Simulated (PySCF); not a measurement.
Field gradients from PBE0/pcSseg-1 densities (PySCF, non-relativistic) at GFN2-xTB geometries, isolated species, one conformer each; χzz is the principal value of largest magnitude, with Q(14N) = 0.02044 b, Q(35Cl) = −0.0817 b, Q(17O) = −0.0256 b. GFN2-xTB bond lengths can be off by several hundredths of an ångström, more for odd bonds, and the gradients follow them. A larger basis could move these couplings by a tenth or more.

Question: Rank these 14N sites by the size of the quadrupole coupling, smallest first.
A. The secondary amine nitrogen of `CNC(C)(C)[SiH2][Si@@H](C)F`
B. N3 (amide nitrogen) in `[CH2:1]=[CH:2][N:3]([SiH2:4][C:5]#[N:6])[C:7]([CH3:8])=[O:9]`
C. The nitrogen bonded to 3 C of `CN(C)C([SiH3])=C=S`
D. The secondary amine nitrogen of `CC[Si@@H](F)[C@@H]([SiH3])CNC`
E. The amide nitrogen of `CC(=O)N[SiH2]CCl`
F. N9 (primary amine nitrogen) in `[N:1]#[C:2][Si@@H:3]([CH:4]=[O:5])/[CH:6]=[CH:7]\[CH2:8][NH2:9]`

Answer: B (2.919 MHz), E (3.332 MHz), F (4.367 MHz), D (5.531 MHz), A (5.826 MHz), C (6.152 MHz).

Question: Rank these 35Cl sites by the size of the quadrupole coupling, smallest first.
A. Cl5 (silicon-bound chlorine) in `[Cl:1][CH2:2][CH2:3][Si:4]([Cl:5])([Cl:6])[Cl:7]`
B. The alkyl chlorine of `CC(=O)N[SiH2]CCl`
C. The silicon-bound chlorine of `[SiH3][SiH]([SiH3])S[SiH2]Cl`

Answer: C (40.10 MHz), A (42.39 MHz), B (76.51 MHz).

Q: These 17O couplings (χzz in MHz, η) are listed in rising order: (8.389, 0.13); (8.992, 0.03); (12.87, 0.59). Assign them to: the amide oxygen of `CC(=O)N[SiH2]CCl`; the carbonyl oxygen of `N#C[Si@@H](C=O)/C=C\CN`; the amide oxygen of `C=CN([SiH2]C#N)C(C)=O`.

A: 8.389 MHz, η 0.13: the amide oxygen of `C=CN([SiH2]C#N)C(C)=O`; 8.992 MHz, η 0.03: the amide oxygen of `CC(=O)N[SiH2]CCl`; 12.87 MHz, η 0.59: the carbonyl oxygen of `N#C[Si@@H](C=O)/C=C\CN`.

All sites together:

```tsv
nucleus	site	Vzz (au)	η	χzz (MHz)
14N	the secondary amine nitrogen of CC[Si@@H](F)[C@@H]([SiH3])CNC	-1.152	0.12	-5.531
14N	the nitrogen bonded to 3 C of CN(C)C([SiH3])=C=S	-1.281	0.13	-6.152
14N	N9 (primary amine nitrogen) in [N:1]#[C:2][Si@@H:3]([CH:4]=[O:5])/[CH:6]=[CH:7]\[CH2:8][NH2:9]	-0.909	0.17	-4.367
14N	the amide nitrogen of CC(=O)N[SiH2]CCl	-0.694	0.51	-3.332
14N	N3 (amide nitrogen) in [CH2:1]=[CH:2][N:3]([SiH2:4][C:5]#[N:6])[C:7]([CH3:8])=[O:9]	-0.608	0.57	-2.919
14N	the secondary amine nitrogen of CNC(C)(C)[SiH2][Si@@H](C)F	-1.213	0.09	-5.826
35Cl	Cl5 (silicon-bound chlorine) in [Cl:1][CH2:2][CH2:3][Si:4]([Cl:5])([Cl:6])[Cl:7]	2.208	0.02	-42.39
35Cl	the silicon-bound chlorine of [SiH3][SiH]([SiH3])S[SiH2]Cl	2.089	0.14	-40.10
35Cl	the alkyl chlorine of CC(=O)N[SiH2]CCl	3.985	0.01	-76.51
17O	the amide oxygen of CC(=O)N[SiH2]CCl	-1.495	0.03	8.992
17O	the carbonyl oxygen of N#C[Si@@H](C=O)/C=C\CN	-2.140	0.59	12.87
17O	the amide oxygen of C=CN([SiH2]C#N)C(C)=O	-1.395	0.13	8.389
```
